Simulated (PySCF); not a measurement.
Correlation energy of Kr²⁺ (krypton, charge +2)

[Ar] 3d10 4s1 4p4 4d1, one real determinant (an excited configuration). Computed with PySCF 2.14 in aug-cc-pVDZ-DK, with scalar relativity by spin-free X2C-1e. Frozen: [Ar] 3d10; 6 electrons correlated.

```
  level  correlation energy (mhartree)
   CCSD                        -109.72
    (T)                          -6.48
CCSD(T)                        -116.20
```

Diagnostics: T1 = 0.0072, D1 = 0.0180, largest double amplitude 0.292.

Task: Is a single reference adequate?

Result: Not fully. The real determinant used has ⟨L²⟩ near 8 against 12 for a pure F term, so it mixes terms. The outer electron is Rydberg-like, and this basis confines it to a smaller radius and binds it less than a complete one would. A double-excitation amplitude exceeds 0.15, a sign of near-degeneracy.

The reference is one real determinant that mixes LS terms of this configuration.
